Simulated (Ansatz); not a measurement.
`C#CC(=O)[SiH3]`, charge 0, multiplicity 1.

Question: Give a relaxed structure at PBE0-D4/def2-TZVP (Ansatz). (Estimate.)

Answer: The calculation gave: 
```xyz
9

C     2.135    0.615   -0.889
C     1.074    0.049   -0.858
C    -0.229   -0.559   -0.685
O    -0.699   -1.330   -1.492
Si   -1.176   -0.064    0.924
H     3.082    1.102   -0.943
H    -2.479   -0.768    0.925
H    -1.358    1.410    0.926
H    -0.350   -0.455    2.093
```
Point group Cs.
This is one stationary point; other conformers may exist.
